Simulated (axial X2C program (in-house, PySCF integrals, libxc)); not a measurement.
LiTe along the bond: HF, 2c

Calculated with an in-house relativistic program for diatomic molecules. Two-component (2c) means X2C with spin–orbit coupling and atomic mean-field two-electron Coulomb and Gaunt terms. Basis: Te dyall-cv3z [11s12p8d4f1g], Li dyall-cv3z [7s8p2d] (cores contracted in-house); Gaussian nuclei, density fitting, unrestricted open shells. Masses: Te 129.906 u, Li 7.016 u.

State: Ω = 3/2 (⟨Sz⟩ = 0.50, ⟨Lz⟩ = 1.00 at HF). Dipoles are positive if Li is the positive end.

| R (Å) | μ (D) | HOMO (eV) | LUMO (eV) |
| --- | --- | --- | --- |
| 2.168 | 6.410 | -7.33 | -0.20 |
| 2.268 | 6.722 | -7.22 | -0.25 |
| 2.342 | 6.962 | -7.14 | -0.29 |
| 2.417 | 7.207 | -7.06 | -0.33 |
| 2.492 | 7.457 | -6.99 | -0.37 |
| 2.579 | 7.754 | -6.91 | -0.42 |
| 2.666 | 8.055 | -6.84 | -0.47 |
| 2.779 | 8.450 | -6.74 | -0.54 |
| 2.916 | 8.940 | -6.64 | -0.62 |
| 3.115 | 9.656 | -6.49 | -0.75 |

Question: The minimum lies at 2.518 Å. What is the dipole moment there, and its slope?

Answer: At HF, 2c, with the sign and origin stated: μ = 7.54 D, dμ/dR = 3.39 D/Å.

Occupations by symmetry block were frozen at the best pattern of an incomplete PBE0 search.
